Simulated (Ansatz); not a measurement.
Reaction (redistribution): `[AlH2][CH2][GeH3]` + `[SiH3][GeH2][GeH2][GeH3]` → `[GeH3][GeH2][GeH2][GeH3]` + `[AlH2][CH2][SiH3]`

Computed with Ansatz on PBE0-D4/def2-TZVP structures; ΔE is electronic, products minus reactants. CCSD(T)/CBS adds triple-zeta CCSD(T) − MP2 to the extrapolated MP2 energy (def2 sets, frozen cores). Functionals use def2-TZVPP. HSE06 is defined as in plane-wave codes. For Ge outer-core shells are correlated without core-valence functions, which leaves a few kJ/mol of doubt a bond. Scalar relativity is left out up to krypton. Each species was taken in one conformer, which may not be the lowest.

| level | ΔE (kcal/mol) |
| --- | --- |
| BLYP-D4 | -7.2 |
| HSE06-D4 | -6.9 |
| ωB97M-V | -7.7 |
| MP2/CBS(def2) | -7.0 |

Question: What does CCSD(T)/CBS give? (Estimate.)

Answer: Computed: -6.5 kcal/mol. The listed levels differ from it by -0.7, -0.4, -1.2, -0.5 kcal/mol.

Largest T1 diagnostic among the species: 0.012.

Leaving LDA and LC-ωPBE aside and taking each functional with its dispersion term where it has one, the values, not all of them listed here, spread over 1.2 kcal/mol, from BHLYP-D4 to B97M-V.
